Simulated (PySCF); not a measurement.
Isomers of CH10NSSi3 (doublet state), one GFN2-xTB conformer each. Single-point energies are computed at B3LYP/pcH-1 (PySCF, gas phase, no added dispersion term), electronic only. GFN2-xTB treats the open shell by occupation alone, and not every SCF solution was tested for stability.

Question: Rank them by B3LYP/pcH-1 energy, lowest first (kcal/mol).
A. `[CH3:1][S:2][SiH2:3][N:4]([SiH2:5])[SiH3:6]` (doublet state) with C1–S2–Si3–N4 179°, S2–Si3–N4–Si5 -9°, Si3–N4–Si5–H -81° and 154°
B. `[CH3:1][S:2][SiH:3][N:4]([SiH3:5])[SiH3:6]` (doublet state) with C1–S2–Si3–N4 -174°, S2–Si3–N4–Si5 -164°

Answer: B (0.0), A (4.3).

Neighbours under 5.0 kcal/mol apart (CS[SiH]N([SiH3])[SiH3] and CS[SiH2]N([SiH2])[SiH3]) can change places with a better method, another conformer or zero-point energy. GFN2-xTB itself gives, in the same order: 0.0, 1.0. Both levels put the same isomer lowest.
